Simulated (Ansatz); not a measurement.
Reaction (silylene formation by 1,1-elimination): `N[SiH2]S[SiH3]` → `[SiH3]S` + `N[SiH]`

Isolated molecules relaxed with PBE0-D4/def2-TZVP in Ansatz; ΔE leaves out vibrations. CBS: MP2 limit from def2 TZ/QZ plus the TZ coupled-cluster correction, frozen cores. This one scheme is used for every species. DFT in def2-TZVPP. One conformer a species, not always the lowest.

`N[SiH2]S[SiH3]`:

Cartesian coordinates in Å:
```
N -2.089 -0.093 -1.355
Si -0.884 0.453 -0.276
S -0.031 -1.113 0.932
Si 1.949 -0.327 1.028
H -1.875 -0.779 -2.062
H -3.040 -0.182 -1.035
H -1.527 1.456 0.605
H 0.245 1.055 -1.032
H 2.614 -0.384 -0.299
H 2.691 -1.170 1.998
H 1.949 1.084 1.497
```

`[SiH3]S`:

Cartesian coordinates in Å:
```
Si -0.250 -0.229 -0.404
S 1.221 0.980 0.565
H -0.170 -1.646 0.034
H 0.067 -0.128 -1.849
H -1.624 0.273 -0.151
H 0.756 0.750 1.804
```

`N[SiH]`:

```xyz
5

N    -0.324   -0.313   -0.338
Si    1.222   -0.012    0.319
H    -1.166    0.208   -0.147
H    -0.486   -1.068   -0.987
H     0.754    1.185    1.153
```

CCSD(T)/CBS gives +2.38 eV.

Question: Another level gave +2.50 eV. Which?
A. MP2/def2-TZVPP
B. PBE/def2-TZVPP
C. PBE0/def2-TZVPP
D. PBE-D4/def2-TZVPP

Answer: A. MP2/def2-TZVPP 2.50, PBE0 2.37, PBE-D4 2.32, PBE 2.20 eV.

Largest T1 diagnostic among the species: 0.015.

From PBE to PBE0 (25 % exact exchange), in def2-TZVPP and without D4, ΔE moves by +0.16 eV. In def2-TZVPP, CCSD(T) changes the Hartree–Fock value by +0.05 eV (the triples alone add +0.03 eV) and MP2 by +0.28 eV.
